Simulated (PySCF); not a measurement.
# Level sweep

Species: SiSe (singlet state).
SMILES with atom numbers: `[Si:1][Se:2]`

Structure used (PBE0-D3(BJ)/def2-SVP), in Å, numbered top down from 1:
```xyz
2
SiSe angstrom
Si     1.0579   -0.0827    0.0069
Se    -1.0082   -0.0051   -0.0291
```

PySCF, dipoles from the SCF density, polarisabilities from static response with core orbitals frozen. Isolated species at its PBE0-D3(BJ)/def2-SVP geometry, gas phase. The LDA/def2-SVPD calculation is non-relativistic and has no spin–orbit coupling, an omission that weighs most on selenium.

Problem. How do dipole and polarisability depend on functional and basis here?

Solution. 

```csv
level,μ (D),error (%),α (au),anisotropy (au)
LDA/def2-SVPD,1.215,+10.5,58.33,33.26
PBE/def2-SVPD,1.144,+4.0,58.61,33.30
B3LYP/def2-SVPD,1.417,+28.8,57.98,32.57
PBE0/def2-SVPD,1.380,+25.5,57.55,31.84
BHandHLYP/def2-SVPD,1.690,+53.6,56.97,30.95
CAM-B3LYP/def2-SVPD,1.600,+45.5,57.17,31.38
wB97X-D/def2-SVPD,1.468,+33.5,57.82,31.48
LC-wPBE/def2-SVPD,1.628,+48.0,56.20,29.94
HF/def2-SVPD,2.012,+82.9,56.89,28.71
PBE0/6-31G*,1.439,+30.8,45.63,47.28
PBE0/def2-SVP,1.229,+11.7,44.12,41.16
PBE0/aug-cc-pVDZ,1.372,+24.7,57.16,33.61
PBE0/def2-TZVP,1.454,+32.1,51.83,37.62
PBE0/def2-TZVPD,1.436,+30.5,58.15,32.57
PBE0/aug-cc-pVTZ,1.411,+28.3,58.16,32.66
```

Reference dipole: 1.100 D (measured, gas; Liu, Meijer, Perez-Rios, Phys. Chem. Chem. Phys. 22 (2020) 24191). The anisotropy is √(½[(α1 − α2)² + (α2 − α3)² + (α3 − α1)²]). For the dipole, the smallest error is 4.0% (PBE/def2-SVPD) and the largest 82.9% (HF/def2-SVPD). The dipole runs from 1.14 D (PBE/def2-SVPD) to 2.01 D (HF/def2-SVPD). No reference polarisability is at hand; against PBE0 in the largest diffuse basis at hand (aug-cc-pVTZ) the other PBE0 rows deviate by 6-31G* -22%, def2-SVP -24%, aug-cc-pVDZ -2%, def2-SVPD -1%, def2-TZVP -11%, def2-TZVPD 0%. In one basis (def2-SVPD) the functionals order the polarisability from LC-wPBE (lowest) to PBE (highest), a spread of 4%. With PBE0 the polarisability is 47.19 au without diffuse functions (mean of 6-31G*, def2-SVP and def2-TZVP) and 57.76 au with them (mean of aug-cc-pVDZ, def2-SVPD, def2-TZVPD and aug-cc-pVTZ). Measured values can belong to vibrating molecules; the computed ones are for one fixed geometry.
